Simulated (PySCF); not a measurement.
Si4H8S4

Si4H8S4 is a molecule drawn as a unit of a network glass or zeolite (built as: Si Si Si Si, H ends, S bridges), neutral, singlet. The structure, one conformer, was relaxed in the gas phase by PBE0-D3(BJ)/def2-SVP. No frequency run checks that it is a minimum.

SMILES: [SiH3]S[SiH]1S[SiH2]S[SiH2]S1

```xyz
16

Si   -0.069   -0.084    2.883
S    -1.049    0.996    1.284
Si   -1.472   -0.654   -0.012
S    -2.127    0.144   -1.885
Si   -0.396    1.286   -2.474
S     1.326    0.063   -2.875
Si    1.726   -0.639   -0.886
S     0.214   -1.985   -0.141
H    -0.182    0.806    4.072
H     1.367   -0.329    2.570
H    -0.770   -1.376    3.135
H    -2.584   -1.503    0.484
H    -0.766    1.910   -3.770
H    -0.071    2.299   -1.433
H     1.879    0.513    0.045
H     2.963   -1.457   -0.975
```
Atoms count from 1 in this order.

Shieldings: GIAO PBE0/pcSseg-1. Shifts are against computed references at the same level: H TMS (σ 31.27 ppm), Si TMS (σ 352.0 ppm). Core levels by delta-SCF with SCAN, pcX-2 on the ionised atom and pcseg-1 elsewhere, spin-free X2C (2p3/2 is the spin-free 2p value less a third of a first-order spin-orbit splitting); from the vacuum level, for chosen atoms.

(1) Give the shieldings and core levels atom by atom.

(2) Which of Si1, Si3 holds its core electrons tightest, and by how much against the loosest?

(3) By CAM-B3LYP/def2-SVPD (TDDFT singlets, Tamm-Dancoff triplets, ionisation by delta-SCF), where does absorption start, and what does vertical ionisation take?

## Answers

(1) 
| atoms | bonded to | σ (ppm) | δ (ppm) | core level (eV) |
| --- | --- | --- | --- | --- |
| Si1 | 1 S + 3 H | 405.2 | -53.2 | 2p3/2 107.41 |
| S2 | 2 Si | 745.2 | - | 2p3/2 168.86 |
| Si3 | 3 S + 1 H | 336.6 | 15.4 | 2p3/2 107.92 |
| S4 | 2 Si | 658.3 | - | 2p3/2 168.86 |
| Si5 | 2 S + 2 H | 366.5 | -14.5 | - |
| S6 | 2 Si | 701.3 | - | - |
| Si7 | 2 S + 2 H | 367.5 | -15.5 | - |
| S8 | 2 Si | 663.7 | - | 2p3/2 168.87 |
| H9 H10 H11 | 1 Si | 26.85 | 4.41 | - |
| H12 | 1 Si | 25.30 | 5.97 | - |
| H13 | 1 Si | 25.85 | 5.42 | - |
| H14 | 1 Si | 24.93 | 6.34 | - |
| H15 | 1 Si | 25.31 | 5.96 | - |
| H16 | 1 Si | 25.93 | 5.33 | - |

Values are those of this one static structure, with the three H of a rotating XH3 group averaged; atoms that internal rotation interchanges would show their mean in an NMR spectrum.

(2) Si3 (bonded to 3 S + 1 H), by 0.51 eV over Si1 (bonded to 1 S + 3 H).

(3) The lowest singlet lies at 5.85 eV (f 0.012), the strongest of the first 6 at 5.88 eV (f 0.016), the lowest triplet at 5.52 eV; vertical ionisation takes 9.42 eV.

The 3 runs behind this took 13 min in all, one thread each of Arm Neoverse V1 on a shared host, launched as `OMP_NUM_THREADS=1 python cluster_run.py task.json out`.
